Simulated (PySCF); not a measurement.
Compound: C2H7PSi.
Cartesian coordinates in Å at the PBE0-D3(BJ)/def2-SVP level; atoms count from 1:
```
atom  x, y, z in Å
P1     2.0994   -0.2068    0.8358
Si2    0.3178   -0.1973   -0.5212
C3    -1.3356   -0.4610    0.3022
C4    -1.0434    0.9961   -0.0692
H5     2.9554    0.4983   -0.0654
H6     2.5733   -1.4907    0.4252
H7     0.4518   -0.5880   -1.9502
H8    -1.3588   -0.7041    1.3700
H9    -2.1260   -0.9675   -0.2624
H10   -1.6443    1.4318   -0.8749
H11   -0.8787    1.6946    0.7582
```

Method used: TDDFT B3LYP/def2-SVPD, vertical, gas phase, core orbitals frozen in the response (PySCF).

Transition dipole moments from the ground state, in atomic units and in the frame of the coordinates above (overall signs are arbitrary), for the states with f of 0.002 or more among the lowest 8:

| state | E (eV) | μx | μy | μz |
| --- | --- | --- | --- | --- |
| S2 | 6.017 | -0.037 | 0.112 | -0.015 |
| S3 | 6.049 | 0.939 | -0.211 | -0.110 |
| S4 | 6.308 | -0.004 | 0.114 | -0.034 |
| S5 | 6.380 | 0.592 | -0.175 | -0.218 |
| S6 | 6.573 | 0.057 | 0.296 | -0.079 |
| S7 | 6.652 | -0.257 | 0.147 | 0.387 |
| S8 | 6.790 | 0.011 | 0.113 | -0.042 |

(1) Work out the oscillator strengths.

(2) Which bond between heavy atoms lies closest to the direction of the S3 transition dipole?

(3) What angle do the transition dipoles of S3 and S6 make?

(4) How is the summed strength of these states shared among x, y and z?

Results:

(1) f = (2/3) ΔE |μ|² with ΔE in hartree (27.2114 eV).

| state | \|μ\|² (au) | \|μ\| (D) | f |
| --- | --- | --- | --- |
| S2 | 0.014 | 0.30 | 0.002 |
| S3 | 0.938 | 2.46 | 0.139 |
| S4 | 0.014 | 0.30 | 0.002 |
| S5 | 0.429 | 1.66 | 0.067 |
| S6 | 0.097 | 0.79 | 0.016 |
| S7 | 0.237 | 1.24 | 0.039 |
| S8 | 0.015 | 0.31 | 0.002 |

(2) Si2–C3 and Si2–C4, at 29° from it; next P1–Si2 at 45°.

(3) |cos θ| = |μa·μb| / (|μa| |μb|) = 0.00, so θ ≈ 90° (taken between 0 and 90°, since the signs are arbitrary).

(4) (2/3) Σ ΔE μα² gives 0.197 for x, 0.035 for y and 0.035 for z, 0.267 in all.

All these states lie below the vertical ionisation energy of 8.85 eV (ΔSCF).

One conformer stands for the species.
